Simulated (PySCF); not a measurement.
## Ionisation energy of Re by level of theory

Re [Xe] 4f14 5d5 6s2 (6S) → Re⁺ [Xe] 4f14 5d5 6s1 (7S), as a difference of total energies. All numbers are calculated (PySCF 2.14, scalar relativity through the core potential, in aug-cc-pVTZ-PP with ECP60MDF). Correlated levels: valence: 5s2 5p6 frozen. The calculations carry no spin-orbit coupling.

Problem. Order these methods by the ionisation energy they give, lowest first.
A. SCS-MP2 (valence)
B. CCSD(T) (valence)
C. UHF
D. CCSD (valence)

Solution. C (5.925 eV), D (7.431 eV), B (7.561 eV), A (7.668 eV).

Errors of the correlated levels include the incompleteness of this basis and the frozen core.

For comparison: 7.834 eV (measured; NIST Atomic Spectra Database, ionization energies).
